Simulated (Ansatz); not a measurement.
Cost and result for the atomization energy of CH4BrNOSi, SMILES `N[SiH](Br)C=O` (9 atoms, 8 bonds).

Z-matrix (Å, degrees):
```
Si
Br 1 2.241
C 1 1.920 2 103.2
N 1 1.687 2 117.3 3 114.2
H 1 1.479 2 104.7 3 -120.7
O 3 1.206 1 119.9 2 114.3
H 3 1.114 1 120.1 2 -62.7
H 4 1.005 1 124.2 2 66.2
H 4 1.009 1 118.2 2 -88.3
```

Charge 0, multiplicity 1. Correlated methods include outer-core shells of Br, which these sets cover unevenly. Scalar relativity is left out up to krypton. The structure was optimised at the PBE0-D4/def2-TZVP level. It is one conformer, not always the lowest. Program: Ansatz. All runs use 4 threads of an Arm Neoverse V1 on a shared host. Times are those of one run each, without the atoms' runs, and a repeat can differ threefold. Electronic energies, without spin–orbit coupling; frozen cores. CCSD(T)/CBS adds CCSD(T) − MP2 in def2-TZVPP to the MP2 limit, and its time is that of the two runs behind it. T1 = 0.012. With those shells the extrapolation isn't a true limit. B3LYP takes the VWN-RPA correlation (the form of Gaussian; ORCA's B3LYP/G).

CCSD(T)/CBS is a level of theory with its own doubt, some kJ/mol a heavy atom from the limit and from the frozen cores, so smaller differences don't rank the functionals.

```csv
level,functions,wall time
PBE-D4/def2-TZVPP (with forces),239,2.6 s
PBE0-D4/def2-TZVPP,239,3.6 s
r2SCAN-D4/def2-TZVPP (with forces),239,5.5 s
B3LYP-D4/def2-TZVPP (with forces),239,5.5 s
B2PLYP/def2-TZVPP,239,7 s
ωB97X-V/def2-TZVPP,239,9 s
ωB97M-V/def2-TZVPP (with forces),239,14 s
MP2/def2-QZVPP,450,26 s
CCSD(T)/def2-TZVPP,239,3.8 min
CCSD(T)/CBS(def2),–,4.2 min
```

(1) What atomization energy does each give, and how far from CCSD(T)/CBS? (Best estimate.)

Results:

(1) Ansatz gave: 
| level | atomization (kcal/mol) | difference from CCSD(T)/CBS | per bond |
| --- | --- | --- | --- |
| PBE-D4/def2-TZVPP (with forces) | 802.7 | 19.0 | 2.4 |
| PBE0-D4/def2-TZVPP | 781.0 | -2.7 | -0.3 |
| r2SCAN-D4/def2-TZVPP (with forces) | 782.7 | -1.0 | -0.1 |
| B3LYP-D4/def2-TZVPP (with forces) | 781.2 | -2.5 | -0.3 |
| B2PLYP/def2-TZVPP | 772.1 | -11.6 | -1.4 |
| ωB97X-V/def2-TZVPP | 785.3 | 1.6 | 0.2 |
| ωB97M-V/def2-TZVPP (with forces) | 784.3 | 0.6 | 0.1 |
| MP2/def2-QZVPP | 792.0 | 8.3 | 1.0 |
| CCSD(T)/def2-TZVPP | 755.9 | -27.8 | -3.5 |
| CCSD(T)/CBS(def2) | 783.7 | 0.0 | 0.0 |

The D4 term adds +8.6 kcal/mol with B3LYP and +4.5 kcal/mol with PBE0; it sums over pairs of atoms, weighted by their polarisabilities, and B3LYP, whose exchange is more repulsive, gets the larger term. In def2-TZVPP, CCSD(T) changes the Hartree–Fock value by +221.7 kcal/mol (the triples alone add +15.4 kcal/mol) and MP2 by +241.4 kcal/mol; breaking electron pairs costs correlation energy, which Hartree–Fock lacks. From PBE to PBE0 (25 % exact exchange), in def2-TZVPP and without D4, the atomization energy moves by −21.0 kcal/mol: exact exchange takes away binding that semilocal exchange gives to molecules.
